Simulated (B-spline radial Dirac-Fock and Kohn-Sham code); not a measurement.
## Core and valence levels of Ru

System: the Ru atom in the configuration 1s2 2s2 2p6 3s2 3p6 3d10 4s2 4p6 4d6 5s1 5p1 (an excited configuration); nuclear rms radius 4.4809 fm (A = 102).

The computed values come from a radial finite-basis atomic code: ΔSCF Dirac-Fock with Breit, self-energy and vacuum polarisation, finite nucleus, configuration average. Correlation energy is missing from these numbers. Energies are counted from the vacuum level. Subshells whose hole state is unreliable or did not converge are left out.

All terms are in eV, carry their sign (relaxation lowers the binding energy) and add up to the binding energy; ⟨r⟩ is the mean radius of the orbital in the initial state.

| subshell | −ε (Koopmans) | relaxation | Breit | QED | binding energy | ⟨r⟩ (bohr) |
| --- | --- | --- | --- | --- | --- | --- |
| K (1s) | 22256.3 | -61.67 | -42.15 | -21.11 | 22131.4 | 0.033 |
| L1 (2s) | 3284.1 | -32.87 | -3.63 | -2.50 | 3245.1 | 0.145 |
| L2 (2p1/2) | 3024.7 | -35.90 | -6.21 | 0.23 | 2982.8 | 0.124 |
| L3 (2p3/2) | 2893.0 | -35.05 | -4.10 | -0.03 | 2853.8 | 0.128 |
| M1 (3s) | 617.5 | -13.65 | -0.46 | -0.47 | 602.9 | 0.400 |
| M2 (3p1/2) | 515.4 | -13.91 | -0.85 | 0.04 | 500.7 | 0.394 |
| M3 (3p3/2) | 492.3 | -13.58 | -0.48 | 0.00 | 478.2 | 0.404 |
| M4 (3d3/2) | 313.0 | -14.76 | -0.19 | 0.05 | 298.1 | 0.381 |
| M5 (3d5/2) | 308.6 | -14.59 | -0.04 | 0.03 | 294.0 | 0.384 |
| N2 (4p1/2) | 66.14 | -4.11 | -0.10 | 0.01 | 61.93 | 1.109 |
| N3 (4p3/2) | 62.53 | -3.95 | -0.05 | 0.00 | 58.54 | 1.137 |
| N4,5 (4d) | 15.32 | -2.60 | 0.01 | 0.01 | 12.74 | 1.561 |
| O1 (5s) | 8.67 | -0.41 | 0.00 | -0.01 | 8.24 | 3.279 |
| O2,3 (5p) | 4.01 | -0.09 | 0.00 | 0.00 | 3.92 | 4.765 |

For the deepest level, K (1s), the Breit terms make up -0.190 % of the binding energy, QED -0.095 % and orbital relaxation -0.279 %.
